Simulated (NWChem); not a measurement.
MnBrCl, sextet; SMILES [Cl][Mn][Br]

This build's default masses of Se (78.918 u) and Br (79.917 u) are each other's, which moves their modes by up to 0.6 %. The spin multiplicity was typed, not searched, and may not be the lowest.

Question: Give the equilibrium geometry at PBE0/def2-SVP, spin-unrestricted (NWChem) as a list of bonds and angles, with the point group.

Answer: point group C*v; any orientation.
Bonded distances (Å): Mn1–Cl2 2.187, Mn1–Br3 2.330. Bond angles (°): Cl2–Mn1–Br3 180.0.
